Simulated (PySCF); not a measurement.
Species: C₅H₁₀NS (doublet state).
Z-matrix (Å and degrees, GFN2-xTB geometry), rows numbered from 1:
```
C 
C   1  1.4671
C   2  1.5247  1  102.99
S   3  1.6513  2  118.02  1    99.48
N   3  1.3383  2  120.40  1   -75.87
C   5  1.4462  3  119.16  2   171.87
C   5  1.4421  3  125.85  2   -10.77
H   1  1.0724  2  119.40  3   -85.60
H   1  1.0742  2  120.18  3    75.08
H   2  1.0886  1  111.59  3   115.56
H   2  1.0921  1  113.68  3  -120.67
H   6  1.0875  5  109.49  3  -161.73
H   6  1.0906  5  109.51  3   -41.46
H   6  1.0930  5  110.86  3    77.40
H   7  1.0846  5  111.66  3    -3.38
H   7  1.0930  5  109.43  3  -123.71
H   7  1.0939  5  110.05  3   117.20
```

The hyperfine couplings belong to this conformer and change with its torsions.

The species is `C(C(N(C)C)=S)[CH2]` [radical].

Theory: PySCF 2.14.0, UKS B3LYP, pcH-1 on C H N S, non-relativistic, mean-field spin-orbit, GIAO. One conformer (not necessarily the lowest) at the GFN2-xTB geometry, without solvent, vibrations or thermal averaging. GFN2-xTB frequencies show an imaginary mode (24i cm⁻¹), so this geometry is no minimum at that level. The geometry wasn't refined by DFT: couplings that depend on bond lengths, twists or pyramidal angles can differ widely from those at the functional's own minimum. Stability of the SCF solution: not tested.

Q: What are g_iso and the isotropic 13C coupling of C1?

A: g_iso = 2.00433 and a = +101.32 MHz, or +3.612 mT (Mulliken spin population +1.04). 13C makes up about 1.07 % of the natural element, so this concerns labelled samples or satellites.

Q: Take this nucleus alone (I = 1/2, g_N = 1.4048) with S = 1/2. Where do its 2 lines fall at 9.594 GHz to first order, to second order and exactly?

A: B0 = hν/(g μB) = 341.995 mT and a/B0 = 0.0106. B(1) = B0 − a·mI, B(2) = B(1) − a²[I(I+1) − mI²]/(2B0); the exact values solve the Breit–Rabi equation, nuclear Zeeman term included.

| mI | first order (mT) | second order (mT) | exact (mT) | exact − first order |
| --- | --- | --- | --- | --- |
| −1/2 | 343.801 | 343.791 | 343.792 | -0.009 |
| +1/2 | 340.189 | 340.180 | 340.180 | -0.010 |

Q: What g and a would be read from the two outer exact lines by first-order rules?

A: Their midpoint, 341.986 mT, gives an apparent g of 2.00438 (true 2.00433), and their distance over 2I an apparent |a| of 3.612 mT (true 3.612).

Other couplings of abundant isotopes, left aside here: 2 × 1H 58 MHz, 2 × 1H 35 MHz.

Nuclei that the bonding pattern makes equivalent are averaged, as if the motion that swaps them (rotation, inversion, ring flip) were fast. C6 and C7, with what hangs on them, aren't averaged: N5 is flat or nearly so (angle sum 360°), and its turn about the short N5–C3 bond (1.34 Å) is taken as slow. The 1H value of +34.9 MHz is a mean of couplings from 15.7 to 54.2 MHz in this one geometry, not an average over conformers.

Time: 75 s of wall time (grids of density and orbitals included); peak memory 1.1 GiB. Hardware: one thread of an Arm Neoverse V2, shared host with 32 logical CPUs at a one-minute load of 18.
